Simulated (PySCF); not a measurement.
## ScH from Hartree–Fock to correlated methods

State: ³Δ (triplet), unpaired electrons σ ↑, δ ↑. Set-up: PySCF, no relativity, basis sets Sc def2-TZVPP, H def2-TZVPP. De refers to Sc (3d1 4s2) + H in their high-spin ground configurations, without counterpoise correction. The functionals are run spin-unrestricted. A positive dipole means Sc(−)H(+).

| Level | Re (Å) | ωe (cm⁻¹) | De (eV) | μ (D) | CPU s a point (SCF and correlation, without the integrals) |
| --- | --- | --- | --- | --- | --- |
| UHF | 1.936 | 1428 | n/a | -2.12 | 0.73 |
| UHF-MP2 | 1.871 | 1486 | n/a | n/a | 1.2 |
| UHF-SCS-MP2 | 1.883 | 1473 | n/a | n/a | n/a |
| UHF-CCSD | 1.884 | 1460 | 2.11 | n/a | n/a |
| UHF-CCSD(T) | 1.881 | 1459 | 2.07 | n/a | 41 |
| PBE | 1.842 | 1460 | 2.57 | -2.73 | 1.2 |
| PBEsol | 1.836 | 1468 | 2.67 | -2.66 | 0.72 |
| TPSS | 1.845 | 1483 | 2.82 | -2.79 | 1.8 |
| r²SCAN | 1.843 | 1485 | 2.72 | -2.95 | 1.8 |
| TPSSh | 1.848 | 1488 | 2.77 | -2.75 | 2.3 |
| PBE0 | 1.849 | 1479 | 2.46 | -2.68 | 2.8 |
| M06-2X | 1.884 | 1414 | 2.16 | -2.37 | 2.4 |
| ωB97M-V | 1.855 | 1487 | 2.27 | -2.63 | 8.3 |

Question: Which functional lies closest to UHF-CCSD(T) in De, which farthest, and by how much do they differ from it?

Answer: Closest is M06-2X (+0.3 pm in Re, -3.1 % in ωe, +0.09 eV in De against UHF-CCSD(T) in the same basis), farthest TPSS (-3.6 pm in Re, +1.6 % in ωe, +0.75 eV in De). CCSD(T) converges more slowly with the basis than the functionals do and binds too weakly in this one, so the order can change at the basis-set limit.

Question: What does a quarter of exact exchange do here, going from PBE to PBE0?

Answer: PBE0 less PBE: +0.7 pm in Re, +1.3 % in ωe, -0.11 eV in De. Exact exchange removes part of the self-interaction that spreads semilocal densities, and in most molecules shortens and stiffens the bond and lowers De; here Re goes the other way.

Question: What does the step from GGA to meta-GGA do here, going from PBE to r²SCAN?

Answer: r²SCAN less PBE: +0.1 pm in Re, +1.7 % in ωe, +0.15 eV in De. 

Correlated steps freeze 5 core orbitals. The metal atom is held in its measured ground configuration; semilocal functionals can put another filling of s and d lower by some tenths of an eV, and De to that atom would be smaller. The state is the lowest single determinant that the PBE0 search found; with open d or f shells the true ground state can be another one.

The whole job (state search and all levels along the bond) took about 12 min on 1 thread of Arm Neoverse V1 (shared host), peak memory 2.4 GiB.
